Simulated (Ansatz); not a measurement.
`[CH3][Al]([OH])[CH2]F`, relaxed with RKS PBE0-D4/def2-TZVP in Ansatz from a PBE-D4/def2-SVP geometry. The force threshold is 0.005 eV/Å; the program also tests the step.

Charge 0, multiplicity 1.

Start:

```xyz
11

C     1.512   -0.649    0.846
Al    0.182    0.013   -0.420
O     0.674    0.151   -2.068
C    -1.671    0.535    0.128
F    -1.839    0.242    1.495
H     1.142   -0.604    1.890
H     1.775   -1.705    0.624
H     2.453   -0.064    0.782
H     0.111    0.455   -2.796
H    -2.465    0.002   -0.451
H    -1.874    1.623   -0.031
```

```
         step  energy (eV)  largest force (eV/Å)  largest move (Å)
            1  -13526.8407                 0.641             0.000
            2  -13526.8844                 0.293             0.037
            3  -13526.8904                 0.053             0.026
            4  -13526.8906                 0.014             0.007
            5  -13526.8907                 0.014             0.011
            6  -13526.8907                 0.015             0.017
            7  -13526.8908                 0.017             0.018
            8  -13526.8909                 0.017             0.015
            9  -13526.8909                 0.010             0.007
           10  -13526.8909                 0.004             0.009
           11  -13526.8909                 0.013             0.028
           13  -13526.8910                 0.038             0.031
           15  -13526.8912                 0.015             0.041
17 (rejected)  -13526.8846                 0.206             0.051
           19  -13526.8915                 0.015             0.027
           21  -13526.8915                 0.009             0.011
           23  -13526.8918                 0.019             0.003
           25  -13526.8920                 0.029             0.041
           27  -13526.8924                 0.036             0.006
           29  -13526.8927                 0.031             0.058
31 (rejected)  -13526.8827                 0.271             0.044
           33  -13526.8931                 0.011             0.028
           35  -13526.8932                 0.006             0.012
           37  -13526.8934                 0.014             0.014
           38  -13526.8935                 0.001             0.013
```

End:

```xyz
11

C     1.518   -0.643    0.841
Al    0.214    0.059   -0.408
O     0.699    0.359   -2.010
C    -1.671    0.440    0.088
F    -1.881    0.130    1.441
H     1.452   -0.138    1.809
H     1.336   -1.706    1.032
H     2.538   -0.543    0.464
H     0.134    0.692   -2.704
H    -2.394   -0.142   -0.498
H    -1.946    1.493   -0.054
```

Hardware: 4 threads of an Intel Xeon Platinum 8259CL on a shared host. Wall time 120 s, peak host memory 0.52 GiB.
